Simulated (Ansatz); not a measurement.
Several settings on one geometry of [Tm(NH3)6]3+ (TmN6H18³⁺) (that of the charge 3 triplet, PBE-D4/def2-SVP). Ansatz on 4 threads of Arm Neoverse V2 on a shared host; times are rough.

```csv
atom,x (Å),y (Å),z (Å)
Tm1,0.003,0.002,0.002
N2,0.029,0.024,2.484
H3,0.878,0.434,2.918
H4,-0.038,-0.905,2.943
H5,-0.739,0.557,2.935
N6,-0.051,-0.021,-2.480
H7,-0.879,-0.482,-2.903
H8,0.743,-0.506,-2.942
H9,-0.046,0.910,-2.940
N10,2.464,-0.018,0.044
H11,2.912,0.918,0.022
H12,2.913,-0.515,-0.750
H13,2.888,-0.466,0.878
N14,-2.458,0.015,-0.063
H15,-2.876,0.581,-0.826
H16,-2.924,0.380,0.791
H17,-2.896,-0.918,-0.192
N18,0.018,2.461,0.020
H19,0.305,2.885,0.922
H20,-0.899,2.907,-0.174
H21,0.651,2.909,-0.670
N22,0.000,-2.458,-0.003
H23,-0.220,-2.890,-0.921
H24,-0.680,-2.905,0.643
H25,0.902,-2.900,0.260
```

Totals from different functionals, basis sets or treatments of relativity can't be compared as stabilities.

In the def2 sets Tm takes a core potential; there is no spin–orbit coupling. LC-ωPBE has ω = 0.4 bohr⁻¹. With an open 4f shell the SCF may have ended on a state above the lowest.

Scalar relativity in a set contracted without it gives distorted totals.

(1) Give the basis size and estimate the energy, ⟨S²⟩ and time of these runs.

```csv
run,method,charge,state,further keys
1,ROKS r2SCAN50/def2-mTZVP,3,triplet,"point_charges: [{charge: -1.00, position_ang: [5.730, -0.447, -0.386]}]; scf: {omitted_lower_state_checks: [starts]}; forces asked"
2,UHF/def2-mTZVP,3,triplet,"final_grid: {core_spheres: 8, valence_spheres: 7, degree: 23}; pseudopotentials: {relativity: scalar}; forces asked"
3,UKS LC-ωPBE/def2-SVP,3,triplet,scf: {omitted_lower_state_checks: [starts]}
```

Answers

(1) 
| run | functions | energy (Eh) | ⟨S²⟩ | wall time |
| --- | --- | --- | --- | --- |
| 1 | 240 | -1423.7182 | – | 8.6 min |
| 2 | 240 | -1419.2084 | 2.00 | 2.2 min |
| 3 | 255 | -1424.0462 | 2.00 | 72 s |
